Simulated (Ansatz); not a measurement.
`B[SiH2][SiH](N)F` + `FBr` → `BBr` + `N[SiH](F)[SiH2]F`  (formal exchange of groups at a B–Si bond)

Calculated with Ansatz (gas phase, PBE0-D4/def2-TZVP geometries, no zero-point term in ΔE). CCSD(T)/CBS is the MP2 limit (def2-TZVPP, def2-QZVPP) plus CCSD(T) − MP2 in def2-TZVPP, frozen cores. Functionals use def2-TZVPP. For Br outer-core shells are correlated without core-valence functions, which leaves a few kJ/mol of doubt a bond. Scalar relativity is left out up to krypton. One conformer a species, not always the lowest.

```json
{"species": "`B[SiH2][SiH](N)F`", "PBE-D4 energy (Eh)": "-762.28828"}
{"species": "`FBr`", "PBE-D4 energy (Eh)": "-2673.50462"}
{"species": "`BBr`", "PBE-D4 energy (Eh)": "-2599.78755"}
{"species": "`N[SiH](F)[SiH2]F`", "PBE-D4 energy (Eh)": "-836.16619"}
```

**Question.** Work out ΔE.

**Answer.** ΔE = (-2599.78755) + (-836.16619) − (-762.28828) − (-2673.50462) = -0.16084 Eh = -4.38 eV. CCSD(T)/CBS gives -4.85 eV.

Largest T1 diagnostic among the species: 0.014.

In def2-TZVPP, CCSD(T) changes the Hartree–Fock value by +0.36 eV (the triples alone add +0.06 eV) and MP2 by +0.11 eV. From PBE to PBE0 (25 % exact exchange), in def2-TZVPP and without D4, ΔE moves by −0.24 eV.
